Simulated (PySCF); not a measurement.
Can point charges reproduce the dipole moment of `C1C(F)=COC(=C1)F`?

Coordinates (GFN2-xTB, Å) and charges (e) from the PBE0/pcSseg-1 density (PySCF):

```tsv
atom	x	y	z	Mulliken	IAO	Hirshfeld	ESP-fitted
F1	-2.535	-0.353	-0.086	-0.2779	-0.2674	-0.0835	-0.1916
C2	-1.229	-0.016	-0.052	+0.1115	+0.2443	+0.0687	+0.1286
C3	-0.888	1.263	-0.106	+0.1478	-0.0233	-0.0065	-0.1391
O4	0.411	1.694	-0.079	-0.4213	-0.2850	-0.0950	-0.2079
C5	1.335	0.710	0.013	+0.5838	+0.4656	+0.1494	+0.4470
F6	2.562	1.239	0.034	-0.2537	-0.2498	-0.0743	-0.1784
C7	1.123	-0.594	0.076	-0.3682	-0.2841	-0.1028	-0.4999
C8	-0.269	-1.162	0.049	-0.0973	-0.2764	-0.0740	+0.1288
H9	-1.593	2.075	-0.177	+0.1348	+0.1863	+0.0673	+0.2028
H10	1.957	-1.269	0.148	+0.1256	+0.1781	+0.0556	+0.2035
H11	-0.472	-1.746	0.956	+0.1575	+0.1559	+0.0475	+0.0532
H12	-0.399	-1.842	-0.802	+0.1574	+0.1559	+0.0475	+0.0530
```

Problem. Form Σ q r in debye for every column and set it beside the full dipole.

Solution. The full density gives (-0.29, -1.17, 0.06) D, 1.21 D in size; dipole vectors point from the negative to the positive end.

```tsv
scheme	μx	μy	μz	size (D)	share of the full size (%)	angle to the full dipole (°)
Mulliken	-0.48	-2.13	0.10	2.19	181	1
IAO	-0.31	-1.49	0.07	1.52	126	2
Hirshfeld	-0.15	-0.39	0.02	0.42	35	8
ESP-fitted	-0.29	-1.19	0.06	1.22	101	0
```

Problem. Which set comes closest?

Solution. Length of the difference vector: ESP-fitted 0.02 D, IAO 0.32 D, Hirshfeld 0.79 D, Mulliken 0.98 D. Closest: ESP-fitted. 

Problem. What is left for the Hirshfeld atoms' own dipoles?

Solution. The Hirshfeld atoms' densities add up to the full density, so μ = Σ q r + Σ (atomic dipoles). The atomic dipoles sum to (-0.29, -1.17, 0.06) − (-0.15, -0.39, 0.02) = (-0.14, -0.78, 0.04) D, 0.79 D in size.

Problem. With the origin at the mean of the coordinates, (0.000, 0.000, -0.002) Å, which are the largest single terms, by size, of the ESP-fitted dipole along the direction of the full one?

Solution. C5 -2.17, O4 +1.74, H9 -1.59, F6 +1.56, F1 -0.87 D; all 12 atoms together +1.22 D. The single terms depend on the origin, their sum doesn't.

Problem. Give the size of the full dipole in other units.

Solution. 1.21 D = 0.474 au = 0.251 e·Å = 4.02 × 10⁻³⁰ C·m.

Isolated species at its GFN2-xTB geometry, gas phase.

The run behind these numbers computed NMR shieldings as well. The run took 13 s of wall time on x86-64 server, one thread, shared host.
